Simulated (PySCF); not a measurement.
# One molecule, several mistakes: BCH7N2

All numbers below are calculated, not measured. They come from PySCF 2.14.0, an open-source quantum chemistry program, on an isolated molecule that a program drew, which may never have been made. The molecule is BCH7N2 (charge 0, singlet), drawn as the SMILES string `NBCN`.

Each row is a Hartree-Fock (HF) and frozen-core CCSD(T) single point in the cc-pVDZ basis, meant for a local HF minimum. Run 1 is clean. Each other run has one planted mistake out of seven kinds, and not every kind appears here: one electron removed, one electron added, multiplicity raised by two, geometry at a saddle point, minimal basis STO-3G, one bond length entered in bohr, all coordinates scaled. The reference is restricted for singlets and unrestricted otherwise, and also for a bond in bohr. Adding or removing an electron swaps singlet and doublet. Electrons count all cores. HOMO and LUMO are orbital energies over both spins, the gradient is its largest component, and the lowest frequency (negative if imaginary) is given only where the gradient is small. Bond lengths are over the 10 bonds as drawn. T1 is the CCSD diagnostic: over 0.02 (restricted) or 0.045 (unrestricted) a single reference is doubtful.

Geometry of the clean run:
```xyz
11
BCH7N2, angstrom
N     0.9119    1.3517    1.7019
B     0.8646    1.9189    0.4352
C     0.5706    1.0150   -0.8388
N     0.1298   -0.3376   -0.4905
H     0.8044    0.3654    1.8278
H     1.1263    1.8608    2.5323
H     1.0654    3.1015    0.3120
H    -0.1109    1.5369   -1.5281
H     1.5206    0.9373   -1.3838
H    -0.8058   -0.3039   -0.1197
H     0.0722   -0.9141   -1.3127
```

| run | electrons | basis functions | <S^2> | HOMO (eV) | LUMO (eV) | gradient (hartree/bohr) | lowest frequency (cm^-1) | mean bond (Å) | longest bond (Å) | T1 | HF (hartree) | CCSD(T) (hartree) | mistake |
|---|---|---|---|---|---|---|---|---|---|---|---|---|---|
| 1 | 32 | 91 | 0.000 | -10.29 | 4.71 | 2.2e-05 | 185 | 1.1858 | 1.590 | 0.0115 | -175.57716 | -176.21356 | no fault |
| 2 | 33 | 91 | 0.760 | 3.18 | 9.51 | 8.2e-02 | - | 1.1858 | 1.590 | 0.0296 | -175.42905 | -176.08360 | one electron added |
| 3 | 32 | 27 | 0.000 | -8.40 | 9.34 | 4.3e-02 | - | 1.1858 | 1.590 | 0.0150 | -173.36289 | -173.60255 | minimal basis STO-3G |
| 4 | 31 | 91 | 0.761 | -16.36 | -5.96 | 6.0e-02 | - | 1.1858 | 1.590 | 0.0280 | -175.28063 | -175.88292 | one electron removed |
| 5 | 32 | 91 | 2.009 | -2.26 | 0.85 | 6.8e-02 | - | 1.1858 | 1.590 | 0.0292 | -175.34882 | -175.97038 | multiplicity raised by two |
| 6 | 32 | 91 | 0.000 | -10.16 | 5.19 | 9.5e-02 | - | 1.0957 | 1.469 | 0.0097 | -175.50418 | -176.12366 | ? |

**Which mistake was planted in run 6, and what did it cost?**

The mean and the longest bond both change by the same factor, 0.924, and the gradient is no longer small. So the mistake is: all coordinates scaled. Subtracting run 1 and multiplying by 627.51 kcal/mol a hartree, the energy moved by 45.8 kcal/mol in HF and 56.4 kcal/mol in CCSD(T).

Cautions from the logs. Run 2: the HOMO is above zero, so the electron isn't bound and the energy depends on the basis.
